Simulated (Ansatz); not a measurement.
```yaml
atoms:
  - { symbol: C, position_ang: [-0.0144, -0.0466, -0.6295] }
  - { symbol: F, position_ang: [-0.0296, -0.0257, 0.7758] }
  - { symbol: H, position_ang: [0.0243, -1.0750, -0.9768] }
  - { symbol: H, position_ang: [-0.9243, 0.5199, -1.0386] }
  - { symbol: H, position_ang: [0.9044, 0.4687, -1.0010] }
```

Basis set: cc-pVDZ (spherical functions). Frozen core: 2 orbitals. Charge 0, multiplicity 1.

Computed with Ansatz (development build ahead of 0.2.0); each method stands on the lowest determinant of its kind that the runs found. Restricted open shells among the atoms or ions are ROHF, correlated in semicanonical orbitals with singles.

(1) Give the atomization energy at this shape (free ground-state atoms in the same class of orbitals less the molecule, no zero-point energy) of singlet CH3F by RHF-MP2, RHF.

## Answers

(1)

```tsv
method	atomization energy
RHF-MP2	17.01 eV
RHF	13.30 eV
```
